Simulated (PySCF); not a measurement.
Spectra and structures to be paired. Theory: TDDFT B3LYP/def2-SVPD, vertical, gas phase, core orbitals frozen in the response in PySCF. Geometries: PBE0-D3(BJ)/def2-SVP; one conformer of each isolated species. Triplets are in the Tamm–Dancoff approximation. Relativistic effects are left out although some hold elements past zinc.

A. `CB(C)[BH2-][S+](C)C`
B. `FC(F)(F)C[C@@H]1CC[Se]1`
C. `C1(CC1)C(Cl)=O`

Lowest singlet levels (six at most, fewer where fewer were computed) with oscillator strengths:

1. 330 nm (f 0.000); 231 nm (f 0.021); 221 nm (f 0.034); 208 nm (f 0.035); 204 nm (f 0.052); 198 nm (f 0.001)
2. 239 nm (f 0.000); 193 nm (f 0.000); 187 nm (f 0.007); 178 nm (f 0.206); 173 nm (f 0.003); 163 nm (f 0.142); T1 4.70 eV
3. 248 nm (f 0.003); 218 nm (f 0.008); 216 nm (f 0.050); 201 nm (f 0.006); 200 nm (f 0.004); 193 nm (f 0.029); T1 4.34 eV

Task: Match each spectrum to its molecule.

Result: 1 = B, 2 = C, 3 = A.
- A: S1 at 5.00 eV, HOMO→LUMO (70%), HOMO→LUMO+1 (24%); Löwdin shares by element: HOMO boron 60%, carbon 16% or more (atoms not listed hold the other 24%); LUMO boron 39%, sulfur 12%, carbon 8% or more (atoms not listed hold the other 41%); HOMO -6.40 and LUMO -0.10 eV.
- B: S1 at 3.76 eV, HOMO→LUMO (99%); Löwdin shares by element: HOMO selenium 74%, carbon 17% or more; LUMO selenium 57%, carbon 27% or more (atoms not listed hold the other 16%); HOMO -6.19 and LUMO -1.17 eV.
- C: S1 at 5.19 eV, HOMO→LUMO (97%); S1 has the pattern of n→π* at C=O; HOMO -8.22 and LUMO -1.34 eV; point group Cs, 2 of its 6 listed states under f = 0.0005.
